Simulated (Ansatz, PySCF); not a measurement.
Gas-phase reaction R1 + R2 → P1 + P2, each structure at its B3LYP-D3(BJ)/def2-TZVP stationary point, reached from a drawn start (curvature not checked).
P1, H2O (SMILES O) (charge 0, multiplicity 1):
```json
[
 {"atom": "O", "x (Å)": "0.0000", "y (Å)": "0.0000", "z (Å)": "0.3896"},
 {"atom": "H", "x (Å)": "0.0000", "y (Å)": "0.7650", "z (Å)": "-0.1949"},
 {"atom": "H", "x (Å)": "0.0000", "y (Å)": "-0.7650", "z (Å)": "-0.1949"}
]
```
R1: OH (SMILES [OH]), charge 0, multiplicity 2.
R2: C2H6O (SMILES COC), charge 0, multiplicity 1.
P2: C2H5O (SMILES [CH2]OC), charge 0, multiplicity 2.

Quantity: the reaction energy.

P less R. No zero-point or thermal terms; singlets are restricted closed shells; open shells are unrestricted; no spin–orbit coupling.

Cores are frozen in the correlated methods.

Programs: Ansatz (a first-principles code); PySCF for the D3/D4 terms. No computed number here is a measurement.

Costs are ratios of core time to PBE/def2-TZVPP (roughly 4 s), for whole runs (searches for the state included, and forces where a run took them) on one shared machine, so rough; each difference counts from -19.60 kcal/mol (CCSD(T)/cc-pVTZ, a level with limits of its own).

| level | basis functions | cost |
|---|---|---|
| BLYP-D3(BJ)/def2-TZVPP | 177 | ×1 |
| B3LYP-D3(BJ)/def2-TZVPP | 177 | ×1 |
| PBE/def2-TZVPP | 177 | ×1 |
| PBE0-D3(BJ)/def2-TZVPP | 177 | ×1 |
| BHLYP/def2-TZVPP | 177 | ×1 |
| BHLYP-D3(BJ)/def2-TZVPP | 177 | ×1 |
| B2PLYP/def2-TZVPP | 177 | ×2 |
| B2PLYP-D3(BJ)/def2-TZVPP | 177 | ×2 |
| CCSD(T)/cc-pVDZ | 72 | ×2 |
| wB97X-V/def2-TZVPP | 177 | ×3 |
| B97M-V/def2-TZVPP | 177 | ×3 |
| wB97M-V/def2-TZVPP | 177 | ×3 |

Each difference (kcal/mol): BLYP-D3(BJ)/def2-TZVPP -4.04; B3LYP-D3(BJ)/def2-TZVPP -1.81; PBE/def2-TZVPP -5.78; PBE0-D3(BJ)/def2-TZVPP -1.97; BHLYP/def2-TZVPP 2.64; BHLYP-D3(BJ)/def2-TZVPP 2.85; B2PLYP/def2-TZVPP -2.10; B2PLYP-D3(BJ)/def2-TZVPP -1.98; CCSD(T)/cc-pVDZ 4.67; wB97X-V/def2-TZVPP -0.79; B97M-V/def2-TZVPP 0.39; wB97M-V/def2-TZVPP -1.68.
